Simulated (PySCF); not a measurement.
## Gas-phase XPS of `[SiH3]O[SiH2]Cl`, computed

Species: ClH₅OSi₂.
Structure used (PBE0-D3(BJ)/def2-SVP), in Å, numbered top down from 1:
```
atom  x, y, z in Å
Si1   -1.564    0.225    0.018
O2    -0.113   -0.590    0.111
Si3    1.519   -0.441    0.000
Cl4    2.020    1.565   -0.095
H5    -1.812    0.674   -1.383
H6    -2.635   -0.720    0.439
H7    -1.550    1.410    0.923
H8     2.154   -1.019    1.210
H9     2.006   -1.090   -1.244
```

Method: delta-SCF UKS SCAN, pcX-2 on the ionised atom, pcseg-1 elsewhere, spin-free X2C (PySCF 2.14.0). Each binding energy is the total energy of the core-ionised species, with the hole localised on one atom, minus that of the ground state; both are solved self-consistently, so orbital relaxation is included.

Task: What binding energy does each computed site have?

Result: 
```json
{"atom(s)": "Si1", "environment": "oxygen-bound silicon", "level": "Si 2p3/2", "binding energy (eV)": "107.90", "2p1/2 (eV)": "108.52", "above the level's lowest (eV)": "0.00", "count": "1"}
{"atom(s)": "Si1", "environment": "oxygen-bound silicon", "level": "Si 1s", "binding energy (eV)": "1847.80", "2p1/2 (eV)": "–", "above the level's lowest (eV)": "0.00", "count": "1"}
{"atom(s)": "O2", "environment": "siloxane oxygen", "level": "O 1s", "binding energy (eV)": "538.36", "2p1/2 (eV)": "–", "above the level's lowest (eV)": "0.00", "count": "1"}
{"atom(s)": "Si3", "environment": "chlorine-bound silicon", "level": "Si 2p3/2", "binding energy (eV)": "108.52", "2p1/2 (eV)": "109.15", "above the level's lowest (eV)": "+0.62", "count": "1"}
{"atom(s)": "Si3", "environment": "chlorine-bound silicon", "level": "Si 1s", "binding energy (eV)": "1848.59", "2p1/2 (eV)": "–", "above the level's lowest (eV)": "+0.79", "count": "1"}
{"atom(s)": "Cl4", "environment": "silicon-bound chlorine", "level": "Cl 2p3/2", "binding energy (eV)": "206.11", "2p1/2 (eV)": "207.76", "above the level's lowest (eV)": "0.00", "count": "1"}
{"atom(s)": "Cl4", "environment": "silicon-bound chlorine", "level": "Cl 1s", "binding energy (eV)": "2828.69", "2p1/2 (eV)": "–", "above the level's lowest (eV)": "0.00", "count": "1"}
```

Lowest listed Si 1s: Si1, bonded to O and 3 H. Highest, 0.79 eV above it: Si3, bonded to O, Cl and 2 H.

Lowest listed Si 2p3/2: Si1, bonded to O and 3 H. Highest, 0.62 eV above it: Si3, bonded to O, Cl and 2 H. Summing the Pauling electronegativity differences to the bonded atoms, each weighted by its formal bond order, gives +2.44 for the lowest site and +3.40 for the highest.

Task: Which effective nuclear charge Zeff reproduces each element's mean 1s value in the hydrogen-like formula E = 13.606 eV × Zeff²?

Result: O (Z = 8): mean 538.4 eV, Zeff = 6.29, Z − Zeff = 1.71; Si (Z = 14): mean 1848.2 eV, Zeff = 11.66, Z − Zeff = 2.34; Cl (Z = 17): mean 2828.7 eV, Zeff = 14.42, Z − Zeff = 2.58. Means run over the listed sites, weighted by atom count.

Task: Give the binding energy of Si 1s of Si1 in hartree and in kJ/mol.

Result: 1847.80 eV = 67.9054 Eh = 178286 kJ/mol.

For 2p shells one spin-free hole was relaxed; a mean-field spin–orbit operator and the ground-state splitting of the three 2p orbitals were then diagonalised within the shell. The shell's mean is (2 × 2p3/2 + 2p1/2)/3, and the degeneracies 2j + 1 give areas of 2:1. 2p1/2 minus 2p3/2 (ligand field included): Si 0.63 eV, Cl 1.65 eV. Geometry: PBE0-D3(BJ)/def2-SVP, one conformer, isolated molecule.

Hardware: one thread, x86-64 server, on a shared host. Cost: 35 s of wall time.
